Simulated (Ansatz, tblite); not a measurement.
Forces on BiH2(OtBu) (C₄H₁₁BiO) at its PBE-D4/def2-SVP geometry. Total charge 0; singlet.

In the def2 sets Bi takes a core potential; there is no spin–orbit coupling. The xTB rows come from tblite. Another isomer (singlet) lies 0.24 eV lower at PBE0-D4/def2-TZVP; other spin states weren't run for this one.

GFN1-xTB (tblite), largest force 1.23 eV/Å:

```xyz
17
positions Å, forces eV/Å
Bi    1.124   -0.842   -2.404   -0.216   -0.530   -0.319
C    -0.146    0.063    0.294   -0.248   -1.001   -0.679
C    -0.523    1.431   -0.305   -0.051    0.601   -0.329
C    -1.209   -0.370    1.320   -0.384   -0.039    0.494
C     1.236    0.135    0.970    0.650    0.072    0.189
O    -0.185   -0.964   -0.695    0.237    0.981    0.625
H     1.443   -2.637   -2.342   -0.172    0.539    0.024
H    -0.242   -1.159   -3.574    0.364    0.060    0.441
H    -0.591    2.220    0.472    0.015   -0.507   -0.319
H     0.239    1.764   -1.044   -0.415   -0.280    0.381
H    -1.500    1.363   -0.824    0.520   -0.009    0.274
H    -2.198   -0.448    0.827    0.545    0.060    0.216
H    -1.281    0.355    2.156    0.037   -0.363   -0.421
H    -0.951   -1.366    1.730   -0.092    0.527   -0.243
H     2.016    0.460    0.247   -0.477   -0.232    0.331
H     1.520   -0.863    1.359   -0.178    0.510   -0.230
H     1.249    0.857    1.812   -0.133   -0.391   -0.433
```

GFN2-xTB (tblite), largest force 0.69 eV/Å:

```
Bi -0.354 -0.534 -0.121
C -0.074 -0.355 -0.276
C -0.032 0.504 -0.267
C -0.370 -0.098 0.415
C 0.540 0.070 0.152
O 0.100 0.471 0.317
H -0.136 0.556 -0.029
H 0.403 0.065 0.387
H 0.025 -0.581 -0.374
H -0.451 -0.256 0.409
H 0.589 0.004 0.305
H 0.630 0.048 0.272
H 0.085 -0.408 -0.533
H -0.138 0.611 -0.281
H -0.482 -0.228 0.383
H -0.189 0.580 -0.251
H -0.146 -0.448 -0.507
```

PBE-D4/def2-TZVP (Ansatz), largest force 0.50 eV/Å:

```
Bi -0.293 -0.126 0.261
C 0.012 0.191 0.180
C -0.052 0.154 -0.105
C -0.140 -0.079 0.112
C 0.181 -0.016 0.063
O 0.239 -0.088 -0.433
H -0.025 0.117 0.011
H 0.077 0.029 0.092
H 0.022 -0.221 -0.184
H -0.180 -0.088 0.182
H 0.247 0.013 0.139
H 0.248 0.035 0.132
H 0.027 -0.178 -0.218
H -0.060 0.261 -0.090
H -0.197 -0.079 0.170
H -0.079 0.256 -0.094
H -0.027 -0.182 -0.220
```
